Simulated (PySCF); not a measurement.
# Ag²⁺: excitation energy

Ag²⁺ [Kr] 4d9 (2D) → Ag²⁺ [Kr] 4d8 5s1 (4F), as a difference of total energies. All numbers are calculated (PySCF 2.14, scalar relativity through the core potential, in def2-TZVPPD with the def2 core potential (28 electrons)). Correlated levels: valence and next inner shell: nothing frozen outside the core potential. The calculations carry no spin-orbit coupling.

```tsv
method	excitation energy (cm⁻¹)
UHF	60707
MP2 (valence and next inner shell)	65842
SCS-MP2 (valence and next inner shell)	66131
CCSD (valence and next inner shell)	64547
CCSD(T) (valence and next inner shell)	64626
```
